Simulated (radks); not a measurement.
Results of a calculation; reference values are marked as such.
Species: V+. Configuration: [Ar] 3d4.

Code: a radial shooting solver on a logarithmic mesh with Libxc functionals. Model: scalar-relativistic Kohn-Sham, r2SCAN, spin-polarised, spherical densities, finite nucleus; open shells are filled with parallel spins first; meta-GGA in the generalised Kohn-Sham scheme; Fermi nuclear charge, rms radius 3.6002 fm.

Energy parts (eV):
part                      energy
total                 -25825.240
kinetic                26065.328
electron-nucleus      -61410.926
Hartree                10758.880
exchange-correlation   -1238.522

Orbitals (lengths in bohr, moments of r in powers of bohr; <r^-3> diverges for s and p1/2; r(max) is where P^2 peaks; r(90%) holds 90 % of the orbital's charge):
orbital  occ.  eigenvalue (eV)  r(90%)      <r>  <r^-3>   r(max)
1s down     1        -5387.910   0.119  0.06645       -  0.04350
1s up       1        -5387.861   0.119  0.06645       -  0.04350
2s up       1        -612.3441   0.477   0.3076       -   0.2553
2s down     1        -610.8978   0.476   0.3071       -   0.2551
2p up       3        -510.1726   0.450   0.2741   310.7   0.2082
2p down     3        -509.0692   0.449   0.2734   311.8   0.2080
3s up       1         -76.6983    1.44   0.9569       -   0.8220
3s down     1         -72.3781    1.44   0.9584       -   0.8221
3p up       3         -49.6204    1.59    1.032   35.24   0.8508
3p down     3         -45.2501    1.60    1.032   35.00   0.8513
3d up       4          -9.8335    2.66    1.501   2.313   0.9227

The highest occupied level is 3d up at -9.834 eV. For comparison, the ionisation energy in NIST's Atomic Spectra Database is 14.63 eV (measured). In exact Kohn-Sham theory the highest level is minus the ionisation energy, but local and semilocal functionals leave it too shallow, through self-interaction and a potential that decays too fast; potentials with the right tail come closer. The density falls to 0.001 e/bohr^3 at r = 3.60 bohr.
